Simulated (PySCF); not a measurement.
B3LYP on Lu⁺ (lutetium, charge +1)

Configuration: [Xe] 4f14 6s2, closed-shell 1S. All numbers are calculated (PySCF 2.14, the spin-free X2C one-electron Hamiltonian (Gaussian nucleus), in x2c-TZVPPall (11s7p7d2f2g, 99 functions)).

- Total energy: -14563.57 hartree
- One-electron energy: -19969.47 hartree
- Hartree (Coulomb) energy: 5711.13 hartree
- Exchange-correlation energy: -305.22 hartree
- ⟨S²⟩: 0.0000
- ⟨L²⟩: 0.000
- Sum of ⟨r⟩: 41.03 bohr
- Sum of ⟨r²⟩: 56.74 bohr²
- Langevin diamagnetic susceptibility: -44.9 ×10⁻⁶ cm³/mol

```csv
shell,electrons,mean orbital energy (hartree),"rms radius, mean of both spins (bohr)"
1s,2,-2321.62608,0.0219
2s,2,-396.49231,0.0885
2p,6,-349.85199,0.0801
3s,2,-90.55535,0.227
3p,6,-76.43914,0.228
3d,10,-58.99500,0.208
4s,2,-18.49058,0.508
4p,6,-13.81794,0.541
4d,10,-7.58480,0.591
5s,2,-2.66844,1.25
5p,6,-1.55364,1.48
4f,14,-0.77464,0.822
6s,2,-0.42833,3.49
```

Spin-orbit coupling, which splits the p, d and f shells strongly at this Z, is absent.

Densities and radii are taken from the X2C orbitals without a picture-change correction, which distorts them close to the nucleus.
